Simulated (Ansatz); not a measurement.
Consider the formal exchange of groups at a Zn–Si bond: `[OH][Zn][SiH3]` + BH₃ → `[BH2][Zn][OH]` + SiH₄.

Gas-phase electronic energies from Ansatz, PBE0-D4/def2-TZVP geometries. CCSD(T)/CBS adds triple-zeta CCSD(T) − MP2 to the extrapolated MP2 energy (def2 sets, frozen cores). This one scheme is used for every species. Functionals use def2-TZVPP. For Zn outer-core shells are correlated without core-valence functions, which leaves a few kJ/mol of doubt a bond. Scalar relativity is left out up to krypton. Each species was taken in one conformer, which may not be the lowest.

| level | ΔE (kJ/mol) | difference from CCSD(T)/CBS |
| --- | --- | --- |
| r2SCAN-D4 | 37.1 | -2.4 |
| r2SCANh-D4 | 38.7 | -0.8 |
| BHLYP-D4 | 41.6 | 2.1 |
| ωB97X-V | 37.4 | -2.1 |
| B2PLYP | 37.0 | -2.5 |
| r2SCANh | 38.4 | -1.1 |
| HF/def2-SVP | 43.9 | 4.4 |
| SCS-MP2/def2-TZVPP | 35.4 | -4.1 |
| MP2/CBS(def2) | 40.2 | 0.7 |
| CCSD/CBS(def2) | 39.9 | 0.4 |
| CCSD(T)/CBS | 39.5 | 0 |

Problem. What do rigid-rotor, harmonic-oscillator terms from PBE0-D4/def2-TZVP frequencies (298.15 K, 1 bar) make of the CCSD(T)/CBS value? (Best estimate.)

Solution. Computed: ΔZPE = 0.0 kJ/mol, ΔH = +37.7 kJ/mol, ΔS = -20 J/(mol·K), ΔG = +43.7 kJ/mol. Modes under 50 cm⁻¹ make the entropy rough.

Largest T1 diagnostic among the species: 0.017.

From BLYP to BHLYP (50 % exact exchange), in def2-TZVPP and without D4, ΔE moves by +6.4 kJ/mol. Leaving LDA and LC-ωPBE aside and taking each functional with its dispersion term where it has one, the values, not all of them listed here, spread over 7.1 kJ/mol, from BLYP-D4 to BHLYP-D4. LDA lies −3.3 kJ/mol from PBE without D4.
